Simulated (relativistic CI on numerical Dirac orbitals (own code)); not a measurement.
## Cr³⁺: 3p photoemission

Computed with this model: Dirac-Coulomb-Breit CI, orbitals from a KLI potential per configuration, QED by a radiative potential, valence Slater integrals scaled by 0.7, multiplet model of photoemission in the sudden approximation; configurations [Ar] 3d3 → [Ne] 3s2 3p5 3d3; 80 K; Lorentzian 1.12 eV and Gaussian 0.6 eV FWHM. Energies are those of the free ion, without screening or charge transfer. The energies are binding energies and can lie tens of eV above those of solids. S is read from ⟨S²⟩ = S(S + 1).

Field parameters in Wybourne normalisation: D4h B²₀ = −7Ds, B⁴₀ = 21(Dq − Dt), B⁴₄ = 21√(5/14) Dq. The field is a parameter set, without covalency.

free ion: ground-state S = 1.50, centroid 93.76 eV. Peaks (eV, height): 90.0 (98), 91.4 (100), 94.4 (41), 99.6 (11), 104.6 (26), 107.6 (18).

D4h, 10Dq = 21400, Ds = -1500, Dt = 320 cm⁻¹: ground-state S = 1.50, centroid 93.76 eV. Peaks (eV, height): 90.4 (100), 96.0 (23), 103.6 (8), 107.2 (15).

Strongest unbroadened transitions for free ion:

| Energy (eV) | Relative strength |
| --- | --- |
| 89.41 | 8.6 |
| 89.42 | 38.3 |
| 89.44 | 52.0 |
| 89.45 | 23.5 |
| 90.12 | 100.0 |
| 90.13 | 68.3 |
| 91.30 | 82.8 |
| 91.32 | 75.2 |
| 91.76 | 80.9 |
| 92.27 | 15.7 |
| 92.34 | 11.3 |
| 94.00 | 17.1 |
| 94.16 | 8.6 |
| 94.55 | 56.1 |
| 95.00 | 9.9 |
| 99.57 | 25.9 |
| 104.68 | 64.0 |
| 107.59 | 39.6 |
